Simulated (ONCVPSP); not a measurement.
**What one change does to a pseudopotential (vanadium (V), ONCV)**

- Element: vanadium
- Generator: ONCVPSP 4.0.1
- Type: optimised norm-conserving Vanderbilt (ONCV)
- Functional: LDA (Perdew-Wang 92)
- Relativity: scalar-relativistic
- Frozen core: [Ar]
- Valence charge: 5
- Reference configuration: 3d3 4s1 4p1
- Partial waves: 4s: rc 2.40 bohr, ncon 4, nbas 7, qcut 3.1 1/bohr, 1 projector; 4p: rc 3.30 bohr, ncon 4, nbas 8, qcut 2.9 1/bohr, 2 projectors, debl 2.7 Ha; 3d: rc 1.20 bohr, ncon 5, nbas 10, qcut 15 1/bohr, 2 projectors, debl 1.9 Ha
- Local potential: polynomial inside 0.95 bohr (lpopt 5, dvloc0 0 Ha)
- Core correction: Teter function, fcfact 3.5, rcfact 1.5

Change: d: qcut 13.7.

Cutoffs: the cutoffs (Ha) at which the residual kinetic energy of the hardest occupied pseudo-wave falls to 1 and 0.1 mHa per electron; they do not see the model core or the augmentation charge, which bear on the density cutoff. Errors are all-electron minus pseudo energies relative to the spin-unpolarised reference configuration.

Question: What does the change do?

Answer: The potential gets softer (73 Ha and 85 Ha → 67 Ha and 78 Ha); both files keep a bound ghost (s); the errors of the 3 common tests hardly move. The waves are optimised to have the least kinetic energy above qcut, so the cutoff follows it (qcut²/2 in Ha).

```csv
quantity,base,changed
"cutoff, loose",73 Ha,67 Ha
"cutoff, tight",85 Ha,78 Ha
loose cutoff by channel,"s 3.3 Ha, p 1.1 Ha, d 73 Ha","s 3.3 Ha, p 1.1 Ha, d 67 Ha"
bound ghosts,s,s
GHOST(+) flags under 300 eV,p at 40.2 eV,p at 40.2 eV
tests with a reliable result,3 of 4,3 of 4
"error for 3d3 4s2 4p0, meV [ΔE -3.41 eV]",-4.1,-4.1
"error for 3d3 4s1 4p0, meV [ΔE 4.53 eV]",-6.5,-6.5
"error for 3d3 4s1.5 4p0, meV [ΔE -0.23 eV]",-0.9,-0.9
s: phases at 2.44 bohr within 0.05 rad from the reference energy up to (Ha; the scan ends near 5),0.7,0.7
p: phases at 3.35 bohr within 0.05 rad from the reference energy up to (Ha; the scan ends near 5),n/a,n/a
d: phases at 1.22 bohr within 0.05 rad from the reference energy up to (Ha; the scan ends near 5),to the end of the scan,to the end of the scan
"rms error of d²Exc/dni dnj with the model core, mHa",8.89,8.90
```

 A true bound ghost makes a file unfit for plane-wave use even where its test errors are small: the radial tests pick states by their node count and pass the ghost by.
